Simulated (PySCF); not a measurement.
Calculated NMR parameters of OB(O)[C@@H]1C[C@@H]2C[C@@H]21

- Formula: C5H9BO2
- SMILES: OB(O)[C@@H]1C[C@@H]2C[C@@H]21
- InChI: InChI=1S/C5H9BO2/c7-6(8)5-2-3-1-4(3)5/h3-5,7-8H,1-2H2/t3-,4-,5+/m0/s1
- Point group of the computed structure: C1
- Carbon signals: 5
- Proton signals: 8

Numbering as in the mapped SMILES `[OH:1][B:2]([OH:3])[C@@H:4]1[CH2:5][C@@H:6]2[CH2:7][C@H:8]12`. Hydrogens are named by the atom that carries them. Ha(C5) is cis to B2 on the ring; Ha(C7) is cis to C4 on the ring; Hb(C5) is trans to B2 on the ring; Hb(C7) is trans to C4 on the ring.

PySCF 2.14.0 with density-fitted response routines calculation with J couplings at B3LYP/pcJ-1 (spin–dipole term only in couplings to heteroatoms), shielding tensors at B3LYP/pcSseg-1 (GIAO) and geometry from PBE0-D3(BJ)/def2-SVP; relativity neglected, fast rotation and ring inversion assumed for equivalent nuclei, gas phase, single conformer.

Referencing at the same level of theory: TMS for ¹H (σ = 31.38 ppm) and ¹³C (σ = 179.24 ppm); BF3·OEt2 for ¹¹B (σ = 97.83 ppm); H2O for ¹⁷O (σ = 334.04 ppm).

| carbon | δC, type | δH (multiplicity, J in Hz) | HMBC from (abs. J ≥ 3 Hz) | span of the C tensor (ppm) |
| --- | --- | --- | --- | --- |
| C4 | 22.8, CH | 1.45 (ddd, 11.9, 5.9, 4.3) | Hb(C5), H(C6), Ha(C7), Hb(C7) | 20 |
| C5 | 26.5, CH2 | Hb(C5) 2.01 (tdd, 11.9, 5.5, 1.1); Ha(C5) 1.73 (ddd, 11.8, 4.3, 2.0) | H(C4), H(C8), Ha(C7), Hb(C7) | 23 |
| C6 | 13.9, CH | 1.42 (dtd, 6.8, 5.4, 1.3) | Hb(C5) | 80 |
| C7 | 13.5, CH2 | Ha(C7) 0.88 (dt, 5.0, 1.3); Hb(C7) 0.29 (tdd, 6.6, 5.0, 1.1) | Hb(C5), Ha(C5), H(C4) | 63 |
| C8 | 15.3, CH | 1.33 (m) | Ha(C5), H(C4) | 77 |

Other nuclei:
```
      atoms  nucleus                        environment  δ (ppm)  σ (ppm)
H(O1)/H(O3)       ¹H  hydrogen on an oxygen bonded to B     3.46    27.92
         B2      ¹¹B             boron bonded to C, 2 O     30.5     67.3
      O1/O3      ¹⁷O              oxygen bonded to B, H    125.9    208.1
```

Selected couplings (Hz, signed; the shortest-range and largest first, 30 at most; isotopes ¹³C, ¹H, ¹¹B): ¹J(C8,H(C8)) 183.3, ¹J(C6,H(C6)) 182.8, ¹J(C7,Ha(C7)) 174.5, ¹J(C7,Hb(C7)) 160.4, ¹J(C5,Ha(C5)) 145.6, ¹J(C5,Hb(C5)) 141.2, ¹J(C4,H(C4)) 130.9, ¹J(B2,C4) 75.4, ¹J(C5,C6) 38.3, ¹J(C4,C8) 30.1, ¹J(C4,C5) 28.5, ¹J(C6,C7) 17.9, ¹J(C7,C8) 17.7, ¹J(C6,C8) 6.8, ²J(Hb(C5),Ha(C5)) -11.8, ²J(C5,C8) -7.5, ²J(C4,C6) -6.0, ²J(Ha(C7),Hb(C7)) -5.0, ²J(B2,H(C4)) -4.3, ²J(B2,C8) -2.3, ²J(B2,C5) -1.7, ³J(H(C4),Hb(C5)) 11.9, ³J(H(C6),Hb(C7)) 6.8, ³J(Hb(C7),H(C8)) 6.4, ³J(H(C4),H(C8)) 5.9, ³J(Hb(C5),H(C6)) 5.5, ³J(H(C6),H(C8)) 5.2, ³J(H(C4),Ha(C5)) 4.3, ³J(B2,Ha(C5)) 3.5, ³J(B2,C6) 3.1.

1. δC 26.5: sp3 CH2 in a ring; saturated and bonded to C and H only.
2. δC 15.3, 13.9, 13.5: three-membered-ring carbon; carbons of three-membered rings are unusually shielded.
3. δH 3.46: hydrogen on an oxygen bonded to B; exchangeable, gas-phase position.
4. δH 1.45: hydrogen on an sp3 CH bonded to B.
5. δH 1.42, 1.33, 0.88, 0.29: hydrogen on a three-membered-ring carbon; cyclopropane-type protons are shielded by the ring.
6. The protons at 1.45 and 2.01 share a coupling of 11.9 Hz (vicinal).
7. The protons at 2.01 and 1.73 share a coupling of 11.8 Hz (geminal).
8. The protons at 1.42 and 0.29 share a coupling of 6.8 Hz (vicinal).
9. The protons at 2.01 and 1.42 share a coupling of 5.5 Hz (vicinal).

OH and NH positions are those of a molecule without intermolecular hydrogen bonds; in solution they move with solvent, concentration and temperature, and exchange usually removes their couplings. A carbon bonded to boron is broadened by the quadrupolar boron nucleus and is often missing from a measured spectrum. Multiplet labels drop couplings under 1 Hz and merge nearly equal ones. Unscaled 3J(H,H) at this level run about 10 % above measured values. Shifts are as computed. Against solution values, carbons near 30 ppm lie about +2 ppm off and those near 130 ppm about +6 ppm. Of 1313 compounds with measured shifts, 239 miss one by over three times the rms of a fit or turn the order of signals round; such compounds aren't used in these exercises. Experimental scales use liquid or dissolved standards, which lie at an offset from isolated H2O (liquid H2O: subtract about 36 ppm).
